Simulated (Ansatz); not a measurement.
Total energies of C$_{2}$H$_{10}$N$_{2}$Si, SMILES `CN[SiH2]NC`.

```
atom   x (Å)   y (Å)   z (Å)
  C1  -1.778   0.318   2.046
  N2  -1.167   0.439   0.742
 Si3   0.096  -0.544   0.139
  N4   1.021   0.391  -0.954
  C5   1.743  -0.120  -2.097
  H6  -2.706  -0.267   2.041
  H7  -2.003   1.301   2.473
  H8  -1.084  -0.179   2.727
  H9  -1.724   0.949   0.075
 H10   0.771  -1.036   1.380
 H11  -0.280  -1.746  -0.668
 H12   1.328   1.302  -0.651
 H13   1.304  -1.071  -2.407
 H14   1.673   0.564  -2.950
 H15   2.806  -0.301  -1.896
```

Total charge 0; spin multiplicity 1. The structure was optimised at the PBE0-D4/def2-TZVP level. It is one conformer, not always the lowest. Basis def2-TZVPP, Ansatz.

RPA on PBE orbitals: Hartree–Fock energy of these orbitals -479.46187 Eh, correlation -1.52534 Eh (frozen core).

```json
{"functional": "B97M-V", "energy without D4 (Eh)": "-481.25841", "D4 term (kJ/mol)": "–"}
{"functional": "PBE0", "energy without D4 (Eh)": "-480.99829", "D4 term (kJ/mol)": "-23.3"}
```

Question: Give the same for LDA (SPW92), PBE, revPBE, BLYP, r2SCAN, B3LYP, r2SCANh, r2SCAN0, HSE06 (plane-wave form), BHLYP, CAM-B3LYP, LC-ωPBE, ωB97X-V, ωB97M-V, B2PLYP, PBE-QIDH. (Best estimate.)

Answer: The calculation gave: 
```csv
functional,energy without D4 (Eh),D4 term (kJ/mol)
LDA (SPW92),-478.50346,–
PBE,-480.94249,-27.7
revPBE,-481.22241,-91.0
BLYP,-481.25331,-61.3
r2SCAN,-481.20819,-7.2
B3LYP,-481.38347,-44.1
r2SCANh,-481.19905,-7.5
r2SCAN0,-481.18645,-8.3
HSE06 (plane-wave form),-480.98053,-21.6
BHLYP,-481.23628,-31.9
CAM-B3LYP,-481.26369,-23.4
LC-ωPBE,-481.15044,–
ωB97X-V,-481.24892,–
ωB97M-V,-481.23069,–
B2PLYP,-481.06347,–
PBE-QIDH,-480.89154,–
```

B3LYP takes the VWN-RPA correlation (the form of Gaussian; ORCA's B3LYP/G). HSE06 is the plane-wave form, built on full-range PBE exchange. The double hybrids freeze the cores in their second-order part.

LC-ωPBE has ω = 0.4 bohr⁻¹.
